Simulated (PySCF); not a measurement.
C$_{4}$H$_{12}$GeO, singlet, geometry from GFN2-xTB, atoms displaced at random by about 0.08 Å a coordinate. Base run: B3LYP/STO-3G, gradient in PySCF.

Input for PySCF:
```python
from pyscf import gto, scf, dft

mol = gto.M(
    atom='''
Ge    0.39146808    0.03238447    0.98180894
C     1.99486395   -0.43669665   -0.05536687
C     2.24336822    0.17977252   -1.28129241
O    -0.73921285   -0.22862167   -0.31551880
C    -2.19823258   -0.13323894   -0.12274892
C    -2.89796139   -0.21683176   -1.46447146
H     0.38070300    1.65320615    1.19559129
H     0.07613650   -0.59842855    2.36451477
H     2.91114531   -0.23879955    0.62696842
H     2.11156563   -1.57614308   -0.17460270
H     2.38544343    1.14697254   -1.18757539
H     3.40212883   -0.32761856   -1.91745224
H     1.32421316    0.10500604   -1.80683367
H    -2.63745425   -0.66708975    0.59946939
H    -2.35225553    1.13910490    0.14728037
H    -2.34659789    0.50205321   -2.32386480
H    -2.70330623   -1.16460672   -1.78438364
H    -3.83713271    0.04241792   -1.43215633
''',
    basis='sto-3g',
    verbose=4,
)

mf = dft.RKS(mol)
mf.xc = 'b3lyp'
mf.kernel()
g = mf.nuc_grad_method()
grad = g.kernel()
```

The coordinate followed is y of atom 10.

Variants of this job, named by their change:

```
change                                                  dE/dx (Eh/bohr)  net force (Eh/bohr)
------------------------------------------------------  ---------------  -------------------
base                                                          -0.029262             0.000041
density fitting = on; auxbasis_response = off                 -0.029187             0.002659
grids.level = 1; grid_response = on                           -0.029259             0.000000
finite difference step (bohr) = 0.01; conv_tol = 1e-11        -0.029246                    -
grids.level = 5; grid_response = on                           -0.029262             0.000000
finite difference step (bohr) = 1e-3; conv_tol = 1e-11        -0.029260                    -
grid_response = on                                            -0.029260             0.000000
grids.level = 1; grid_response = off                          -0.029260             0.000282
density fitting = on                                          -0.029248             0.000041
finite difference step (bohr) = 1e-5; conv_tol = 1e-11        -0.029260                    -
grids.level = 0; grid_response = off                          -0.029733             0.006750
finite difference step (bohr) = 0.05; conv_tol = 1e-11        -0.028908                    -
```

The net force is zero for an exact gradient.
